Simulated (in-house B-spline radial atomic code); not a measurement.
**PBEsol excitations of Mo⁶⁺**

Method: PBEsol. Computed with a B-spline radial code for spherical atoms: linear response of the closed shell [Ar] 3d10 4s2 4p6 with the functional's adiabatic kernel; scalar-relativistic (spin-free one-electron X2C), finite nucleus, no spin-orbit coupling, no double excitations, S, P, D and F terms only; shells from n = 2 respond. Only terms of natural parity with L up to 3 were computed.

Command:
```bash
python run_td.py task.json out
```
Settings (radii: box in bohr, nucleus in fm):
```
Z                        42
electrons                36
configuration            [Ar] 3d10 4s2 4p6
hamiltonian              x2c
method                   pbesol
box_radius               14.35
rms_radius               4.4091
intervals                70
```

Cost of the run: 0.9 s on 1 thread of AMD EPYC 9R14 (Zen 4), with other jobs on the host.

The lowest states, in the order of their Tamm-Dancoff energies; the method's threshold (minus the highest occupied level) is 117.11 eV. Labels give the largest channel, * marks a mixed state, and oscillator strengths are full-response dipole values. Semilocal kernels can invert the small singlet-triplet splittings of Rydberg terms. Energies in eV:

```json
{"state": "4p → 4d 3P", "full response": "38.46", "Tamm-Dancoff": "38.55", "oscillator strength": "-"}
{"state": "4p → 4d 3F", "full response": "38.99", "Tamm-Dancoff": "39.08", "oscillator strength": "-"}
{"state": "4p → 4d 1F", "full response": "41.77", "Tamm-Dancoff": "41.81", "oscillator strength": "-"}
{"state": "4p → 4d 1P", "full response": "51.33", "Tamm-Dancoff": "53.16", "oscillator strength": "5.51"}
{"state": "4p → 5s 3P", "full response": "58.33", "Tamm-Dancoff": "58.34", "oscillator strength": "-"}
{"state": "4p → 5s 1P", "full response": "?", "Tamm-Dancoff": "?", "oscillator strength": "?"}
{"state": "4p → 5p 3S", "full response": "66.44", "Tamm-Dancoff": "66.47", "oscillator strength": "-"}
{"state": "4s → 4d 3D*", "full response": "66.80", "Tamm-Dancoff": "66.84", "oscillator strength": "-"}
{"state": "4p → 5p 3D*", "full response": "67.15", "Tamm-Dancoff": "67.17", "oscillator strength": "-"}
{"state": "4p → 5p 1D", "full response": "?", "Tamm-Dancoff": "?", "oscillator strength": "-"}
{"state": "4s → 4d 1D", "full response": "69.94", "Tamm-Dancoff": "70.01", "oscillator strength": "-"}
{"state": "4p → 5p 1S", "full response": "70.15", "Tamm-Dancoff": "70.34", "oscillator strength": "-"}
{"state": "4p → 4f 3D", "full response": "75.36", "Tamm-Dancoff": "75.39", "oscillator strength": "-"}
{"state": "4p → 4f 1D", "full response": "78.85", "Tamm-Dancoff": "78.99", "oscillator strength": "-"}
{"state": "4p → 5d 3P", "full response": "80.06", "Tamm-Dancoff": "80.07", "oscillator strength": "-"}
{"state": "4p → 5d 3F", "full response": "80.20", "Tamm-Dancoff": "80.21", "oscillator strength": "-"}
{"state": "4p → 5d 1F", "full response": "80.55", "Tamm-Dancoff": "80.56", "oscillator strength": "-"}
{"state": "4p → 5d 1P", "full response": "81.71", "Tamm-Dancoff": "81.97", "oscillator strength": "0.0599"}
{"state": "4p → 6s 3P", "full response": "85.64", "Tamm-Dancoff": "85.64", "oscillator strength": "-"}
{"state": "4p → 6s 1P", "full response": "85.85", "Tamm-Dancoff": "85.86", "oscillator strength": "0.112"}
{"state": "4s → 5s 3S", "full response": "85.87", "Tamm-Dancoff": "85.88", "oscillator strength": "-"}
{"state": "4s → 5s 1S", "full response": "87.04", "Tamm-Dancoff": "87.08", "oscillator strength": "-"}
```

Problem. Where does 4p → 5s 1P lie?

Solution. At 59.02 eV in full response, 59.04 eV in Tamm-Dancoff, oscillator strength 0.572.

Problem. Where does 4p → 5p 1D lie?

Solution. At 67.44 eV in full response, 67.44 eV in Tamm-Dancoff.

Problem. How large is the singlet-triplet splitting of 4p → 4d (F terms) in Tamm-Dancoff?

Solution. 2.73 eV, from the unrounded values.

Problem. What polarisabilities and dispersion coefficient does the method give?

Solution. Dipole 1.787 bohr³, quadrupole 2.562 bohr⁵, C6 4.964 hartree·bohr⁶ for two such species.
